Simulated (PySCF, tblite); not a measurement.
C₇H₆Cl₂.
SMILES with atom numbers: `[Cl:1][CH:2]([Cl:3])[C:4]1=[CH:5][C@@H:6]2[CH:7]=[CH:8][C@H:9]12` (hydrogens: H10 on C2; H11 on C5; H12 on C6; H13 on C7; H14 on C8; H15 on C9)

Computed with GFN2-xTB (tblite), gas phase: Langevin dynamics at 200 K from the optimised GFN2-xTB geometry, time step 0.5 fs, friction 0.01 fs⁻¹, 2000 steps. Over the second half of the run the saved frames average 212 K.

Frame at 250 fs, instantaneous temperature 185 K:
```
atom  x, y, z in Å
Cl1     2.643   -0.892    1.250
C2      1.843    0.397    0.325
Cl3     1.735    1.807    1.464
C4      0.520   -0.097   -0.081
C5     -0.264    0.123   -1.154
C6     -1.414   -0.642   -0.623
C7     -2.407    0.229    0.149
C8     -1.656    0.182    1.275
C9     -0.634   -0.737    0.676
H10     2.538    0.632   -0.447
H11    -0.160    0.459   -2.136
H12    -1.850   -1.447   -1.260
H13    -3.359    0.660   -0.147
H14    -1.760    0.589    2.263
H15    -0.428   -1.639    1.240
```

Frame at 425 fs, instantaneous temperature 183 K:
```
atom  x, y, z in Å
Cl1     2.744   -0.714    1.276
C2      1.678    0.542    0.475
Cl3     1.505    2.005    1.480
C4      0.426   -0.084    0.083
C5     -0.206   -0.108   -1.093
C6     -1.300   -1.003   -0.578
C7     -2.349   -0.243    0.173
C8     -1.747   -0.283    1.336
C9     -0.550   -1.013    0.762
H10     2.268    0.877   -0.367
H11    -0.132    0.467   -2.013
H12    -1.553   -1.952   -1.042
H13    -3.288    0.123   -0.152
H14    -1.890    0.145    2.322
H15    -0.151   -1.909    1.169
```

Frame at 625 fs, instantaneous temperature 241 K:
```
atom  x, y, z in Å
Cl1     2.831   -0.173    1.405
C2      1.653    0.846    0.514
Cl3     0.847    2.102    1.488
C4      0.471    0.103   -0.035
C5     -0.144   -0.026   -1.199
C6     -1.332   -0.850   -0.685
C7     -2.368   -0.007    0.024
C8     -1.750    0.015    1.219
C9     -0.565   -0.785    0.659
H10     2.242    1.376   -0.256
H11     0.019    0.405   -2.193
H12    -1.656   -1.626   -1.293
H13    -3.225    0.563   -0.284
H14    -1.875    0.483    2.184
H15    -0.160   -1.653    1.235
```

Frame at 800 fs, instantaneous temperature 159 K:
```
atom  x, y, z in Å
Cl1     2.397   -0.478    1.987
C2      1.661    0.665    0.851
Cl3     0.938    2.025    1.656
C4      0.654    0.015   -0.045
C5      0.206    0.214   -1.321
C6     -0.851   -0.783   -1.155
C7     -2.164   -0.346   -0.554
C8     -1.725   -0.474    0.700
C9     -0.374   -1.024    0.296
H10     2.455    1.114    0.290
H11     0.545    0.870   -2.079
H12    -0.975   -1.692   -1.702
H13    -3.021    0.050   -1.036
H14    -2.034   -0.419    1.688
H15    -0.072   -1.962    0.744
```

Frame at 1000 fs, instantaneous temperature 289 K:
```
atom  x, y, z in Å
Cl1     2.223   -0.615    2.231
C2      1.746    0.636    1.002
Cl3     1.015    2.064    1.799
C4      0.910    0.026    0.011
C5      0.691    0.333   -1.272
C6     -0.411   -0.635   -1.431
C7     -1.806   -0.202   -0.973
C8     -1.548   -0.424    0.323
C9     -0.183   -0.994    0.050
H10     2.697    1.023    0.566
H11     1.169    1.067   -1.933
H12    -0.376   -1.278   -2.309
H13    -2.614    0.330   -1.524
H14    -2.033   -0.338    1.255
H15     0.177   -1.930    0.478
```

Problem. What do single points at PBE0/pcSseg-1 (PySCF, gas phase) give on these frames?

Solution. 
```
t (fs)  GFN2-xTB E above start (eV)  DFT E above lowest frame (eV)  HOMO (eV)  LUMO (eV)  dipole (D)
   250                         0.31                           0.18      -7.27      -1.22        2.58
   425                         0.22                           0.00      -7.35      -1.13        2.46
   625                         0.37                           0.21      -7.19      -0.83        1.83
   800                         0.41                           0.26      -7.28      -0.99        1.94
  1000                         0.29                           0.10      -7.37      -1.24        2.29
```

Both levels order the frames alike by energy; measured from each level's lowest frame they differ by 0.09 eV at most. The HOMO–LUMO gap runs from 6.05 to 6.36 eV. These are instantaneous structures, not minima.

Problem. And the isotropic GIAO shieldings (ppm) from the same runs?

Solution. 
```tsv
atom	250 fs	425 fs	625 fs	800 fs	1000 fs	mean	range
Cl1	664.3	632.7	675.3	716.9	664.5	670.7	84.2
C2	107.6	103.3	102.5	113.8	103.4	106.1	11.3
Cl3	615.8	684.0	696.0	691.3	622.9	662.0	80.2
C4	26.0	19.6	24.1	15.0	24.4	21.8	11.0
C5	37.3	37.6	49.4	47.2	37.0	41.7	12.4
C6	136.9	142.3	142.1	142.5	137.8	140.3	5.6
C7	35.1	37.7	35.6	42.4	36.3	37.4	7.3
C8	25.2	34.8	23.0	31.2	31.1	29.1	11.8
C9	134.2	136.1	123.5	138.9	132.3	133.0	15.4
H10	25.5	25.1	24.7	25.5	24.4	25.0	1.1
H11	25.6	24.8	25.3	25.4	24.6	25.1	1.0
H12	27.0	27.9	28.5	28.0	27.5	27.8	1.5
H13	24.6	25.4	25.0	25.3	24.3	24.9	1.1
H14	24.2	24.4	23.8	25.0	24.8	24.4	1.2
H15	27.3	27.9	26.4	27.9	27.0	27.3	1.5
```

What follows is the cost of the whole dynamics run. The run took 14 s of wall time on an Arm Neoverse V2 with one thread, on a shared host, and the process peaked at 0.18 GiB of memory.
